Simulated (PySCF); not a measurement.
Molecule: SMILES CB(C)[NH+]1[BH2-][NH2+][BH2-]1, C2H13B3N2.

Bonds (- single, = double, # triple, : aromatic): C1-B2, B2-C3, B2-N4, N4-B5, B5-N6, N6-B7, B7-N4. C1 carries H8, H9, H10; C3 carries H11, H12, H13; N4 carries H14; B5 carries H15, H16; N6 carries H17, H18; B7 carries H19, H20. Formal charges: N4 +1, B5 -1, N6 +1, B7 -1. H15, H18, H19 are cis to B2 on the ring; H16, H17, H20 are trans to B2 on the ring.

Frames of a GFN2-xTB Langevin trajectory at 300 K; GIAO PBE0/pcSseg-1 shieldings in PySCF 2.14, gas phase, non-relativistic; equivalent atoms averaged within each frame.

Chemical shifts δ = σref − σ; ¹³C (σref 186.93), ¹H (σref 31.72) against TMS; ¹¹B (σref 100.07) against BF3·OEt2; ¹⁵N (σref 267.73) vs NH3, all at this level. The references are static minima.

Q: How do the shifts (ppm) fluctuate along the trajectory?

A: 
```
         time (fs)  C1/C3    B2  B5/B7    N4    N6   H14  H15/H19  H16/H20   H18    H17
optimised geometry   10.9  69.1  -13.5  75.0  19.6  4.08     3.35     3.43  1.79   1.89
               250   14.7  68.9   -9.8  82.5  20.8  5.31     4.14     3.29  1.76   0.94
               425   12.7  69.4  -11.3  96.3  15.7  4.68     4.00     3.23  1.63   1.33
               625   13.1  63.7   -9.8  73.4  16.9  4.05     3.59     4.06  1.79  -0.32
               800   18.1  68.2  -13.1  66.5  27.5  4.12     3.47     3.82  3.10   1.21
              1000   10.6  63.7  -13.5  59.5  26.9  4.15     3.70     4.14  2.81   3.02
    mean of frames   13.8  66.8  -11.5  75.7  21.6  4.46     3.78     3.71  2.22   1.23
standard deviation    2.8   2.8    1.8  14.4   5.5  0.54     0.28     0.42  0.68   1.19
```

5 frames give an uncertainty of the mean of about the standard deviation over 2.2 at best, since frames this close in time may not be independent; classical motion lacks zero-point vibration, and the reference would need the same averaging.
